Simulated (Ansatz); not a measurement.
A nudged elastic band was laid between two geometries of CH3NOSSi (8 atoms, charge 0, multiplicity 1).

The calculation used Ansatz 0.2.0, UKS BLYP-D4/STO-3G.

```yaml
movable_images: 5
climbing_image: yes
spring: 5.0 eV/Å²
optimiser: quadratic models (default)
start_path: through a guess of the saddle point
force_threshold: 0.05 eV/Å
iteration_limit: 10
end_points: relaxed
```

First end point:

```xyz
8
Properties=species:S:1:pos:R:3
S -0.625 2.250 0.983
C -0.175 0.659 0.290
N -0.492 0.155 -0.950
Si 0.489 -1.318 -0.341
O 0.624 -0.235 1.112
H -1.309 2.608 -0.158
H 1.789 -1.608 -0.945
H -0.209 -2.568 -0.045
```

Last end point:

```xyz
8
Properties=species:S:1:pos:R:3
S -0.663 2.040 0.751
C 0.077 0.440 0.359
N -0.361 -0.565 -0.493
Si 0.945 -1.769 0.253
O 1.220 -0.004 0.960
H -1.675 1.864 -0.168
H 1.912 -1.512 -0.872
H -1.363 -0.551 -0.846
```

Task: Which bonds break or form, and what moves?

Result: Bonds broken: Si4–H8. Bonds formed: N3–H8.

Task: Give the energies along the band, and the barrier.

Result: The forces met the threshold. The highest image is number 3 of 0 to 6, 2.55 eV above the first end and 2.34 eV above the last; the last end lies 0.21 eV above the first. Neighbouring images differ by up to 1.5 eV, so the band resolves the path poorly. Another band between the same ends (5 images) ends at a top of the same energy, where a vibrational analysis finds 1 clearly imaginary mode. The orbitals were unrestricted but ended closed-shell. Limits of this set-up: minimal basis.

```json
{"image": "0", "path coordinate (Å)": "0.00", "energy (eV)": "0.00", "Si4–H8 (Å)": "1.46", "N3–H8 (Å)": "2.88"}
{"image": "1", "path coordinate (Å)": "0.66", "energy (eV)": "0.08", "Si4–H8 (Å)": "1.46", "N3–H8 (Å)": "2.73"}
{"image": "2", "path coordinate (Å)": "1.32", "energy (eV)": "1.02", "Si4–H8 (Å)": "1.46", "N3–H8 (Å)": "2.18"}
{"image": "3", "path coordinate (Å)": "1.98", "energy (eV)": "2.55", "Si4–H8 (Å)": "1.60", "N3–H8 (Å)": "1.49"}
{"image": "4", "path coordinate (Å)": "2.51", "energy (eV)": "1.43", "Si4–H8 (Å)": "2.05", "N3–H8 (Å)": "1.12"}
{"image": "5", "path coordinate (Å)": "3.03", "energy (eV)": "0.43", "Si4–H8 (Å)": "2.54", "N3–H8 (Å)": "1.07"}
{"image": "6", "path coordinate (Å)": "3.56", "energy (eV)": "0.21", "Si4–H8 (Å)": "2.83", "N3–H8 (Å)": "1.06"}
```

Task: What is the geometry of the highest image?

Result: 
```xyz
8
Properties=species:S:1:pos:R:3
S -0.687 2.094 0.925
C -0.008 0.558 0.279
N -0.332 -0.113 -0.917
Si 0.684 -1.574 -0.073
O 0.943 -0.145 1.045
H -1.560 2.205 -0.135
H 1.937 -1.714 -0.853
H -0.884 -1.368 -0.326
```

The band took 10 iterations and about 2.6 core-minutes.

Run time: 2.6 min on 1 thread of Arm Neoverse V1, on a shared host, peak memory 0.12 GiB.
